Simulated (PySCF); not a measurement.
SMILES [SiH3]c1cccc([SeH])c1 at its GFN2-xTB optimised geometry (Å):

```
16

Si    -2.1448    -1.9263     0.0007
C     -1.1613    -0.3128     0.0000
C     -1.8212     0.9137    -0.0001
C     -1.1182     2.1049    -0.0002
C      0.2648     2.0937    -0.0001
C      0.9350     0.8788     0.0000
Se     2.8554     0.8987     0.0007
C      0.2273    -0.3128     0.0000
H     -2.9861    -1.9653     1.1988
H     -2.9846    -1.9681    -1.1983
H     -1.2049    -3.0480     0.0027
H     -2.9017     0.9324    -0.0001
H     -1.6454     3.0480    -0.0003
H      0.8242     3.0197    -0.0001
H      2.9861    -0.5421     0.0016
H      0.7634    -1.2534     0.0000
```

Computed with CAM-B3LYP/def2-TZVP (PySCF).

Map of the Laplacian of the electron density (e/bohr⁵) on the plane z = 1.5 Å:

```
|===========================|
|===========================|
|===========================|
|===========================|
|===========================|
|===========================|
|=========+++++++===========|
|=========++++++++==========|
|========+++++++++=++++=====|
|=======++++++++++++++++====|
|=======+++++++++++****+====|
|=======++++++++*++****+====|
|=======++++++++++++***+====|
|=======++++++++++++++++====|
|=======++++++++++=++++=====|
|=====+++++++++++===========|
|====+#%%**++++++===========|
|====*@*%#*++===============|
|===+*@ ##*+================|
|====+%@%*++================|
|====++**+++================|
|======+++==================|
|===========================|
|===========================|
|===========================|
|===========================|
|===========================|
```
Scale: ten equal steps from -0.051 (start of ' ') to 0.063 (end of '@'), in the order ' .:-=+*#%@'; x runs from -5.50 to 5.50, y from -5.50 (bottom) to 5.50 (top).
